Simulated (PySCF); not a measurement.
## Cr(OH)4: what the settings change

Cr(OH)4: Cr(IV) (d2), charge 0. The structure is a PBE0-D3(BJ)/def2-TZVP geometry optimised for multiplicity 3; coordination tetrahedral, point group C1, metal–donor distances 1.76 Å.

```
9

Cr    0.000    0.000    0.000
O     0.969    1.034    1.039
H     1.554    0.592    1.665
O     0.957   -1.047   -1.040
H     1.510   -0.609   -1.696
O    -0.961   -1.052    1.031
H    -1.470   -1.738    0.586
O    -0.965    1.029   -1.048
H    -1.585    1.625   -0.614
```

Method (PySCF 2.14, density fitting): CASSCF(2,5) with orbitals averaged over all microstates of the shell, strongly contracted NEVPT2 on the averaged canonical orbitals; basis x2c-TZVPall on the metal, x2c-SVPall elsewhere; spin-free X2C; gas phase; spin-orbit coupling by state interaction with the mean-field operator over all roots.

Base run: NEVPT2 ground state 3A2-like, next 1E-like at 11410, then 1E-like at 12968 cm⁻¹, 10Dq(CASSCF) 12817, B(CASSCF) 909, ζ 236 cm⁻¹, D 0.89 cm⁻¹, g 1.945 1.946 1.961, μeff(300 K) 2.79 μB.

What happens with the basis x2c-TZVPall on all atoms?

NEVPT2 ground state 3A2-like, next 1E-like at 11458, then 1E-like at 12937 cm⁻¹, 10Dq(CASSCF) 12663, B(CASSCF) 911, ζ 236 cm⁻¹, D 0.95 cm⁻¹, g 1.943 1.943 1.960, μeff(300 K) 2.79 μB. It took 20 s against 9.9 s on a shared host of the same kind.

What happens with orbitals averaged over the highest spin alone?

NEVPT2 ground state 3A2-like, next 1E-like at 11530, then 1E-like at 13039 cm⁻¹, 10Dq(CASSCF) 12862, B(CASSCF) 920, ζ 239 cm⁻¹, D 0.92 cm⁻¹, g 1.944 1.944 1.960, μeff(300 K) 2.79 μB.

Charge-transfer states lie outside this active space and may come lower than some of these levels. NEVPT2 lifts 3T2-like from 11928 to 13684 cm⁻¹; on the d shell alone such lifts tend to overshoot. An active orbital has only 0.74 squared overlap with the free ion's shell, so the metal shell alone is a small active space here. NEVPT2 on the d shell alone tends to put d–d bands too high for such charged or covalently bound ions.
